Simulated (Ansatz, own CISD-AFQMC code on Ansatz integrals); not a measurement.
C2H3N, SMILES `[C-]#[N+]C` (charge 0, multiplicity 1).

Cartesian coordinates (Å):
SMILES: [C-]#[N+]C
```xyz
6

C      2.0941    -0.0378     0.0510
N      0.9306    -0.0168     0.0227
C     -0.4782     0.0086    -0.0117
H     -0.8208     0.9219    -0.4999
H     -0.8745    -0.0226     1.0041
H     -0.8512    -0.8534    -0.5663
```
Charge 0, spin multiplicity 1.

Frozen-core energies in cc-pVDZ from Ansatz (an electronic-structure program) at a geometry from PBE0-D3(BJ)/def2-TZVP; the HF reference has <S^2> = 0.00 and the T1 diagnostic is 0.014.

| level | energy (Ha) |
|---|---|
| HF | -131.90516 |
| MP2 | -132.31599 |
| CCSD | -132.34296 |

Q: Estimate the energies of CCSD(T), CCSDT, phaseless AFQMC, CISD trial (own CISD-AFQMC code on Ansatz integrals; ±0.40 mHa) and CCSDT(Q), and give each level's difference from CCSDT(Q).

A: 
```
level                                                                             energy (Ha)  difference from CCSDT(Q) (mHa)
--------------------------------------------------------------------------------  -----------  ------------------------------
MP2                                                                                -132.31599                           44.78
CCSD                                                                               -132.34296                           17.80
CCSD(T)                                                                            -132.35888                            1.89
CCSDT                                                                              -132.35949                            1.28
phaseless AFQMC, CISD trial (own CISD-AFQMC code on Ansatz integrals; ±0.40 mHa)   -132.36064                            0.13
CCSDT(Q)                                                                           -132.36077                            0.00
```
